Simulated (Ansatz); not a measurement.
C2H6FGa, SMILES `[CH3][Ga]([CH3])[F]` at its PBE0-D4/def2-TZVP geometry, where that method's forces vanish. Charge 0, multiplicity 1.

```xyz
10

C     0.9430    1.1255    1.0643
Ga    0.2807    0.0709   -0.4417
C    -1.2023   -1.1814   -0.6693
F     1.2374    0.2918   -1.9189
H     0.1426    1.7267    1.5012
H     1.3242    0.4679    1.8496
H     1.7478    1.7843    0.7380
H    -1.2793   -1.4886   -1.7123
H    -1.0480   -2.0696   -0.0516
H    -2.1461   -0.7274   -0.3592
```

Question: What forces (eV/Å) does ωB97M-V/def2-TZVPP give on these atoms in Ansatz? (An estimate is asked.)

Answer: The calculation gave: 
```
C1   0.008  0.012  0.015
Ga2 -0.056 -0.013  0.086
C3  -0.015 -0.013 -0.004
F4   0.040  0.008 -0.061
H5   0.068 -0.041 -0.026
H6  -0.025  0.059 -0.055
H7  -0.065 -0.050  0.037
H8  -0.003  0.019  0.088
H9  -0.020  0.063 -0.052
H10  0.066 -0.044 -0.027
```
